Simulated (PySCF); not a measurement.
## Br₂⁻: from constants to spectrum

UHF-MP2 constants of Br₂⁻, doublet, unpaired electrons σ ↑ (Br def2-TZVPPD; no relativity (PySCF 2.14); masses 78.9183 and 78.9183 u):

| Item | Value |
| --- | --- |
| ωe | 165.1 cm⁻¹ |
| ωexe | 0.708 cm⁻¹ |
| Be | 0.05366 cm⁻¹ |
| αe | 0.000266 cm⁻¹ |
| D (centrifugal) | 2.27e-08 cm⁻¹ |
| De to Br + Br⁻ | 1.26 eV |

Problem. Give the vibrational terms G(v) and spacings up to v = 6.

Solution. G(v) = ωe(v+½) − ωexe(v+½)².

```csv
v,G(v) (cm⁻¹),G(v) − G(v−1),Bv (cm⁻¹)
0,82.4,,0.05353
1,246.1,163.7,0.05326
2,408.3,162.3,0.05300
3,569.2,160.9,0.05273
4,728.6,159.4,0.05246
5,886.6,158.0,0.05220
6,1043.2,156.6,0.05193
```

Problem. How well does the Morse estimate ωe²/(4ωexe) reproduce De, and what is D0?

Solution. It gives 1.19 eV, 95 % of the computed De. D0 = De − G(0) = 1.26 − 0.01 = 1.25 eV.

Correlated steps freeze 18 core orbitals. Spin–orbit coupling is left out. The state was picked by a PBE0 search and need not be the measured ground state.
